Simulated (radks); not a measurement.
Valence configurations of Pr II (all share [Xe]). Method: Dirac Kohn-Sham, PBE, spin-unpolarised, spherical densities, finite nucleus; open shells fill j = l - 1/2 first; Fermi nuclear charge, rms radius 4.8919 fm; computed with a radial shooting solver on a logarithmic mesh with Libxc functionals. Energies are relative to 4f3 6s1; eigenvalues in eV.

| valence | E (eV) | e(4f5/2) | e(5d3/2) | e(6p1/2) | e(6s1/2) |
|---|---|---|---|---|---|
| 4f3 6s1 | 0.000 | -7.119 | - | - | -8.072 |
| 4f3 5d1 | 0.828 | -5.341 | -6.214 | - | - |
| 4f1 6s1 6p2 | 18.007 | -25.651 | - | -8.198 | -11.866 |
| 4f2.5 6s1.5 | 0.189 | -10.618 | - | - | -8.810 |
| 4f1 5d1 6p2 | 15.546 | -22.969 | -13.068 | -7.564 | - |
| 4f1 5d0.5 6s0.5 6p2 | 16.684 | -24.294 | -13.882 | -7.883 | -11.424 |
| 4f3 6p1 | 2.697 | -8.089 | - | -5.927 | - |
| 4f2 5d1 6s1 | 1.536 | -12.288 | -8.682 | - | -8.604 |
| 4f2 6s2 | 1.895 | -14.642 | - | - | -9.548 |
| 4f2 6s1 6p1 | 5.038 | -15.602 | - | -6.886 | -10.046 |

NIST lists [Xe] 4f3 6s1 as the ground configuration; this level of theory agrees among the configurations tried. The energies are those of spherical spin-averaged densities, not of single terms.
